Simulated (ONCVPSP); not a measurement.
# What one change does to a pseudopotential (Ti, ONCV)

ONCVPSP 4.0.1 input, shortened (lines: element, Z, core and valence counts, functional; n l f; lmax; l rc ep ncon nbas qcut; lloc lpopt rc5 dvloc0; l nproj debl; icmod fcfact rcfact), LDA (Perdew-Wang 92), scalar-relativistic:

```
  Ti 22.00    3    4  -001012      upf
    1    0    2.00
    2    0    2.00
    2    1    6.00
    3    0    2.00
    3    1    6.00
    3    2    2.00
    4    0    2.00
    3
    0    1.55    0.00    4    9    6.80
    1    0.95    0.00    4    9    7.90
    2    2.55    0.00    3    8    5.50
    3    2.00    0.34    4    7    5.20
    4    3    0.95    3.00
    0    2    3.80
    1    1    3.50
    2    2    0.60
    3    1    0.60
    3    3.75    1.30
```

Change: s: rc 1.32.

Cutoffs: the cutoffs (Ha) at which the residual kinetic energy of the hardest occupied pseudo-wave falls to 1 and 0.1 mHa per electron; they do not see the model core or the augmentation charge, which bear on the density cutoff. Errors are all-electron minus pseudo energies relative to the spin-unpolarised reference configuration.

**Question.** Predict the effect on cutoff, ghosts and configuration errors.

**Answer.** The potential gets neither clearly harder nor softer (33 Ha and 233 Ha → 33 Ha and 233 Ha); the p channel sets the loose cutoff, while the largest relative change is in s, which becomes harder; of the 4 tests that both files solve, the error grows in 0 and shrinks in 1 by more than 15 % and 0.3 meV (median size 1.3 → 0.7 meV); neither file shows a bound ghost.

```csv
quantity,base,changed
"cutoff, loose",33 Ha,33 Ha
"cutoff, tight",233 Ha,233 Ha
loose cutoff by channel,"s 17 Ha, p 33 Ha, d 12 Ha","s 21 Ha, p 33 Ha, d 12 Ha"
bound ghosts,none,none
GHOST(+) flags under 300 eV,none,none
"error for 3s2 3p6 3d2 4s1, meV [ΔE 7.53 eV]",+0.4,+0.6
"error for 3s2 3p6 3d2 4s0, meV [ΔE 21.32 eV]",-2.2,-0.8
"error for 3s2 3p6 3d1 4s0, meV [ΔE 48.52 eV]",+397,+397
"error for 3s2 3p6 3d2 4s1.5, meV [ΔE 3.01 eV]",+0.1,+0.2
p: phases at 0.96 bohr within 0.05 rad from the reference energy up to (Ha; the scan ends near 5),to the end of the scan,to the end of the scan
d: phases at 2.58 bohr within 0.05 rad from the reference energy up to (Ha; the scan ends near 5),3.5,3.5
f: phases at 2.03 bohr within 0.05 rad from the reference energy up to (Ha; the scan ends near 5),4.7,4.7
"rms error of d²Exc/dni dnj with the model core, mHa",2.26,2.17
```
